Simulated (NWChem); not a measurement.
# AgPH3I; SMILES [PH3]->[Ag][I]

All runs: NWChem. The geometry was optimised at PBE-D3(BJ)/def2-SVP. def2 effective core potentials on Ag, I; no spin-orbit coupling. Level: PBE0/def2-SVPD; the question gives the wavelength of the field.

Problem. Predict the results for field static. Quantities: isotropic polarisability (bohr³); anisotropy (bohr³).

Solution. 
```yaml
isotropic polarisability (bohr³): 99.3
anisotropy (bohr³): 65.9
```
